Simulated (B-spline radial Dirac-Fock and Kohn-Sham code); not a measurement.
ΔSCF core binding energies without Breit or QED terms, calculated with a radial atomic solver.

A sound run for platinum as Pt²⁺ in the configuration 1s2 2s2 2p6 3s2 3p6 3d10 4s2 4p6 4d10 4f14 5s2 5p6 5d8: The ground state converged in 10 iterations, with total energy -18433.94331 Ha, virial ratio 1.87485 and highest orbital energy -31.13 eV. ΔSCF binding energies: K (1s) 78838.1 eV, L3 (2p3/2) 11627.7 eV. Holes are computed only in closed shells, and unreliable hole states are left out.

A second run, with one unsound setting: The ground state had not converged after 63 iterations, with total energy -18433.94289 Ha, virial ratio 1.87490 and highest orbital energy -31.14 eV. ΔSCF binding energies: K (1s) 78838.1 eV, L3 (2p3/2) 11627.7 eV (not all states converged, so these are not final). Holes are computed only in closed shells, and unreliable hole states are left out.

```
iter   energy (Ha)        error
   1   -18432.91523369  2.23e+00
   2   -18433.77983915  1.53e-01
   3   -18433.79844903  1.45e-01
   4   -18433.81487846  1.36e-01
   5   -18433.82938935  1.29e-01
   6   -18433.84221128  1.21e-01
   7   -18433.85354563  1.14e-01
   8   -18433.86356917  1.08e-01
   9   -18433.87243713  1.02e-01
  17   -18433.91515517  6.43e-02
  25   -18433.93164511  4.09e-02
  33   -18433.93821139  2.62e-02
  41   -18433.94093197  1.69e-02
  49   -18433.94211837  1.11e-02
  57   -18433.94266911  8.49e-03
  63   -18433.94289043  6.97e-03
```

**Question.** Which fault fits the second run best?
A. speed of light below Z
B. too few quadrature points
C. damping too heavy
D. spline order too low

**Answer.** C. The input had damp = 0.97; ndamp = 100: damp is so close to 1 that the orbitals hardly move in each step.
